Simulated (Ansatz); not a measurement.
Basis-set series for Cl₃H₄InOSi (`[SiH3][OH+][In-]([Cl])([Cl])[Cl]`). Total charge 0; spin multiplicity 1. In takes the def2 core potential. All single points use the PBE0-D4/def2-TZVP geometry. It is one conformer, not always the lowest.

```json
{"functional": "PBE0-D4", "basis": "def2-TZVPP", "functions": "305", "energy (Eh)": "-1937.50771", "HOMO (eV)": "-8.88", "LUMO (eV)": "-2.01"}
{"functional": "PBE0-D4", "basis": "def2-QZVPP", "functions": "539", "energy (Eh)": "-1937.56431", "HOMO (eV)": "-8.91", "LUMO (eV)": "-2.07"}
{"functional": "ωB97M-V", "basis": "def2-TZVPP", "functions": "305", "energy (Eh)": "-1937.99448", "HOMO (eV)": "-11.16", "LUMO (eV)": "-0.09"}
{"functional": "ωB97M-V", "basis": "def2-QZVPP", "functions": "539", "energy (Eh)": "-1938.04804", "HOMO (eV)": "-11.20", "LUMO (eV)": "-0.25"}
```

Task: Give the rows for def2-SVP. (Estimate.)

Result: Computed: 
```csv
functional,basis,functions,energy (Eh),HOMO (eV),LUMO (eV)
PBE0-D4,def2-SVP,132,-1936.82474,-8.67,-1.80
ωB97M-V,def2-SVP,132,-1937.31407,-10.88,0.27
```
